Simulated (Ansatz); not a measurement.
Reaction (cleavage of the Si–Si bond): `N[SiH]([SiH3])[SiH3]` + HCl → `N[SiH]([SiH3])Cl` + SiH₄

Program: Ansatz. Geometries: PBE0-D4/def2-TZVP. ΔE: electronic, gas phase. CCSD(T)/CBS adds triple-zeta CCSD(T) − MP2 to the extrapolated MP2 energy (def2 sets, frozen cores). This one scheme is used for every species. Functionals use def2-TZVPP. B3LYP here is the variant with VWN-RPA as its local correlation; programs differ in this. HSE06 is defined as in plane-wave codes. Each species was taken in one conformer, which may not be the lowest.

```csv
level,ΔE (kJ/mol),difference from CCSD(T)/CBS
r2SCAN-D4,-111.5,1.3
ωB97M-V,-118.8,-6.0
B2PLYP,-118.5,-5.7
PBE0,-105.5,7.3
B3LYP,-116.7,-3.9
HSE06,-105.5,7.3
HF/def2-SVP,-129.3,-16.5
SCS-MP2/def2-TZVPP,-121.0,-8.2
MP2/CBS(def2),-122.2,-9.4
CCSD/CBS(def2),-114.6,-1.8
CCSD(T)/CBS,-112.8,0
```

Largest T1 diagnostic among the species: 0.013.

From BLYP to BHLYP (50 % exact exchange), in def2-TZVPP and without D4, ΔE moves by −9.1 kJ/mol. The D4 term adds +3.9 kJ/mol with B3LYP and +2.5 kJ/mol with PBE0; it sums over pairs of atoms, weighted by their polarisabilities, and B3LYP, whose exchange is more repulsive, gets the larger term.
